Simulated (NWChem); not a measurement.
## Correlation energy of germylsilane (H₆GeSi)

```
Ge
H 1 1.5407
H 1 1.5407 2 108.39
H 1 1.5407 2 108.39 3 -117.44
Si 1 2.3831 2 110.54 3 121.28
H 5 1.4947 1 110.13 2 180.00
H 5 1.4947 6 108.81 1 -120.80
H 5 1.4947 6 108.81 7 -118.41
```
Charge 0, spin multiplicity 1.

Everything below was run with NWChem. The geometry was optimised at PBE0/def2-SVP, a minimum by its harmonic frequencies.

Basis set: 6-31G*. Each correlation energy counts from its own Hartree-Fock reference.

```csv
method,correlation energy (mHa),difference from CCSD(T)
MP2,-328.2,+35.0
SCS-MP2,-318.8,+44.3
CR-CCSD[T],-362.3,+0.9
CR-CCSD(T),-361.7,+1.5
CCSD,-355.7,+7.5
CCSD+T(CCSD),-363.9,-0.7
CCSD(T),-363.2,0.0
```

The values span 45.1 mHa, from CCSD+T(CCSD) (lowest) to SCS-MP2 (highest). 

The Hamiltonian is non-relativistic. The correlated methods keep 14 core orbitals frozen. The Pople sets run with spherical d functions. Coupled-cluster values serve here as a point of comparison, not as the truth.
